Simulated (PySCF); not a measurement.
Spinor energies of Te¹⁶⁺ (tellurium, charge +16)

Start: [Kr]. Calculated with PySCF 2.14 in an even-tempered Gaussian basis (18 s from 0.84 bohr⁻², ratio 2.8; 14 p from 1.1 bohr⁻², ratio 2.8; 9 d from 1.9 bohr⁻², ratio 2.8; 4 f from 7.7 bohr⁻², ratio 3): generalised Hartree-Fock with the X2C-1e Hamiltonian and a Gaussian nucleus; spin-orbit coupling (SO) screened by Boettger's factors.

| spinor shell | electrons | ε, screened SO (eV) | weight of nominal j (screened SO) | rms radius, screened SO (bohr) |
| --- | --- | --- | --- | --- |
| 1s1/2 | 2 | -32369.0 | 1.000 | 0.0318 |
| 2s1/2 | 2 | -5398.5 | 1.000 | 0.130 |
| 2p1/2 | 2 | -5072.1 | 1.000 | 0.112 |
| 2p3/2 | 4 | -4794.8 | 1.000 | 0.117 |
| 3s1/2 | 2 | -1418.8 | 1.000 | 0.342 |
| 3p1/2 | 2 | -1283.9 | 1.000 | 0.334 |
| 3p3/2 | 4 | -1229.8 | 1.000 | 0.345 |
| 3d3/2 | 4 | -994.20 | 1.000 | 0.316 |
| 3d5/2 | 6 | -983.01 | 1.000 | 0.320 |
| 4s1/2 | 2 | -529.58 | 1.000 | 0.753 |
| 4p1/2 | 2 | -474.13 | 1.000 | 0.773 |
| 4p3/2 | 4 | -461.23 | 1.000 | 0.793 |

```json
{"quantity": "E (hartree)", "screened SO": "-6697.28638"}
{"quantity": "M_J", "screened SO": "0"}
{"quantity": "⟨J²⟩", "screened SO": "0.000"}
{"quantity": "⟨L²⟩", "screened SO": "0.018"}
{"quantity": "⟨S²⟩", "screened SO": "0.018"}
```

Breit and QED terms are absent; they matter most for the inner s and p1/2 levels.

Densities and radii are taken from the X2C orbitals without a picture-change correction, which distorts them close to the nucleus.
